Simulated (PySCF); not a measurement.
C2H4BF2N, SMILES C=C(F)B(N)F. Atoms are numbered in the order given.

```xyz
10

C      1.7929    -0.4484     0.5847
C      0.7701     0.2429     0.0770
F      0.9914     1.4740    -0.4085
B     -0.7208    -0.2521    -0.0593
N     -1.2425    -1.2778     0.7274
F     -1.5018     0.3323    -0.9730
H      2.8025    -0.0307     0.6151
H      1.6379    -1.4597     0.9634
H     -0.7344    -1.7140     1.4829
H     -2.1887    -1.6145     0.6058
```

Geometry: PBE0-D3(BJ)/def2-SVP. This is a generated structure with no PubChem entry under its InChIKey; it may be hypothetical. Other conformers were not sampled.

Two levels are set side by side: PBE/pcSseg-1 (PySCF) and KT2/pcSseg-1 (PySCF). GIAO shifts against BF3 (¹¹B), CFCl3 (¹⁹F), NH3 (¹⁵N), TMS (¹H), TMS (¹³C) at the same level; non-relativistic, no solvent, atoms listed together averaged. Differences are taken from unrounded values.

```
quantity               KT2     PBE  PBE minus KT2
------------------  ------  ------  -------------
δ(¹³C) of C1 (ppm)   102.6   109.3            6.7
δ(¹³C) of C2 (ppm)   167.7   177.4            9.7
δ(¹⁹F) of F3 (ppm)  -130.5  -114.8           15.7
δ(¹¹B) of B4 (ppm)    12.0    12.8            0.9
δ(¹⁵N) of N5 (ppm)    77.9    84.8            6.9
δ(¹⁹F) of F6 (ppm)  -156.8  -142.7           14.1
```

Rough cost on one machine, each run with all the roots and properties that it gave: KT2 against PBE within a factor of 2.
